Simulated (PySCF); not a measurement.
PySCF 2.14 output of an unrestricted LDA calculation on a single atom or ion in x2c-QZVPPall, with the spin-free X2C one-electron Hamiltonian (Gaussian nucleus):

```
SCF conv_tol = 1e-09
number electrons alpha = 24  beta = 18
    P. A. M. Dirac.,  Math. Proc. Cambridge Philos. Soc. 26, 376 (1930)
    F. Bloch.,  Z. Phys. 57, 545 (1929)
    S. H. Vosko, L. Wilk, and M. Nusair.,  Can. J. Phys. 58, 1200 (1980)
cycle= 1 E= -4280.17375083347  delta_E= -0.0352  |g|= 0.0878  |ddm|= 0.423
cycle= 2 E= -4280.17383925979  delta_E= -8.84e-05  |g|= 0.0514  |ddm|= 0.0677
cycle= 3 E= -4280.17403480945  delta_E= -0.000196  |g|= 0.0115  |ddm|= 0.03
cycle= 4 E= -4280.17406068262  delta_E= -2.59e-05  |g|= 0.00176  |ddm|= 0.0105
cycle= 5 E= -4280.17406156325  delta_E= -8.81e-07  |g|= 7.51e-05  |ddm|= 0.00181
cycle= 6 E= -4280.17406156531  delta_E= -2.05e-09  |g|= 1.45e-06  |ddm|= 0.000114
cycle= 7 E= -4280.17406156531  delta_E= -6.37e-12  |g|= 1.23e-08  |ddm|= 1.72e-06
converged SCF energy = -4280.17406156531  <S^2> = 12.000241  2S+1 = 7.0000688
```

The run itself started from symmetry-adapted Hartree-Fock orbitals and held the occupation by maximum overlap, on a logarithmic radial grid, so the iterations belong to that start.

**Question.** Which element, charge and spin multiplicity is this?

**Answer.** Tc⁺ (technetium, charge +1), multiplicity 7; the state was [Kr] 4d5 5s1, high-spin 7S determinant.
